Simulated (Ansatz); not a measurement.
Relaxation of BGeH7SSeSi (12 atoms, charge 0, multiplicity 1), to a largest force component of 0.015 eV/Å in at most 40 steps.

These are results of RHF/def2-mTZVP (Ansatz 0.2.0), not measurements.

```xyz
12
Properties=species:S:1:pos:R:3:forces:R:3
B 0.664 1.728 1.142 -1.56 1.48 0.17
S 0.142 0.325 2.241 0.20 0.19 -0.02
Ge -0.837 -0.806 0.568 0.71 -0.24 0.11
Si 0.824 -1.279 -1.069 -1.42 -0.66 -0.35
Se -2.587 0.415 -0.363 0.46 1.15 -0.89
H -0.137 2.686 0.977 1.07 -1.24 0.26
H 1.679 1.771 0.569 0.42 -0.20 -0.03
H -1.319 -2.124 1.139 -0.37 -0.11 0.31
H 1.867 -2.033 -0.435 0.71 -0.38 0.20
H 1.261 -0.033 -1.612 0.49 0.72 -0.48
H 0.100 -2.086 -2.101 0.44 0.17 0.14
H -1.583 1.381 -1.022 -1.13 -0.89 0.57
```

Q: Where does it end, and by what steps?

A: It converged. After 30 steps the energy has fallen by 0.932 eV; H7 moved furthest, 1.72 Å.

| step | energy less start (eV) | largest force component (eV/Å) | accepted |
| --- | --- | --- | --- |
| 0 | 0.0000 | 1.561 | yes |
| 2 | -0.3241 | 0.560 | yes |
| 4 | -0.3624 | 0.042 | yes |
| 6 | -0.3651 | 0.075 | yes |
| 8 | -0.3702 | 0.052 | yes |
| 10 | -0.3995 | 0.454 | yes |
| 12 | -0.4658 | 1.619 | yes |
| 14 | -0.7601 | 0.613 | yes |
| 16 | -0.8978 | 0.270 | yes |
| 18 | -0.9223 | 0.138 | yes |
| 20 | -0.9281 | 0.084 | yes |
| 22 | -0.9301 | 0.045 | yes |
| 24 | -0.9312 | 0.028 | yes |
| 26 | -0.9317 | 0.026 | yes |
| 28 | -0.9319 | 0.019 | yes |
| 30 | -0.9320 | 0.004 | yes |

```xyz
12
Properties=species:S:1:pos:R:3
B 0.824 1.896 1.357
S 0.326 0.364 2.149
Ge -0.774 -0.784 0.544
Si 0.699 -1.402 -1.259
Se -2.681 0.383 -0.260
H 0.569 2.128 0.226
H 1.427 2.667 2.016
H -1.358 -1.991 1.287
H 1.864 -2.118 -0.711
H 1.147 -0.183 -1.955
H -0.030 -2.273 -2.197
H -1.935 1.259 -1.163
```

Whether the end is a true minimum wasn't checked by a vibrational analysis.

The run took 3.1 min on 2 threads of Arm Neoverse V1 (shared host), peak memory 0.53 GiB.
